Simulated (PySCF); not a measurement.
## r2SCAN0 on Sc(2+) (scandium, charge +2)

Configuration: [Ar] 4s1, 2S determinant (an excited configuration). All numbers are calculated (PySCF 2.14, no relativity, point nucleus, in aug-cc-pVTZ with one added diffuse shell each of s, p, d, f, g type (9s8p6d4f3g, 118 functions)).

* Total energy: -759.733 hartree
* One-electron energy: -1024.170 hartree
* Hartree (Coulomb) energy: 302.709 hartree
* Exchange-correlation energy: -38.272 hartree
* Kinetic energy: 758.83404 hartree
* ⟨S²⟩: 0.7502
* ⟨L²⟩: 0.000
* Sum of ⟨r⟩: 14.64 bohr
* Sum of ⟨r²⟩: 22.70 bohr²
* Density at the nucleus (Gaussians lack the cusp): 6140 bohr⁻³
* Spin density at the nucleus: 4.19 bohr⁻³
* Langevin diamagnetic susceptibility: -18.0 ×10⁻⁶ cm³/mol
* Time after the integrals: roughly 8 core-seconds

| shell | electrons | mean orbital energy (hartree) | rms radius, mean of both spins (bohr) |
| --- | --- | --- | --- |
| 1s α | 1 | -163.29039 | 0.0852 |
| 1s β | 1 | -163.28775 | 0.0852 |
| 2s α | 1 | -18.75653 | 0.374 |
| 2s β | 1 | -18.75352 | 0.374 |
| 2p α | 3 | -15.58412 | 0.342 |
| 2p β | 3 | -15.58205 | 0.342 |
| 3s α | 1 | -2.99477 | 1.14 |
| 3s β | 1 | -2.98651 | 1.14 |
| 3p α | 3 | -2.13249 | 1.23 |
| 3p β | 3 | -2.12640 | 1.23 |
| 4s α | 1 | -0.70684 | 3.16 |
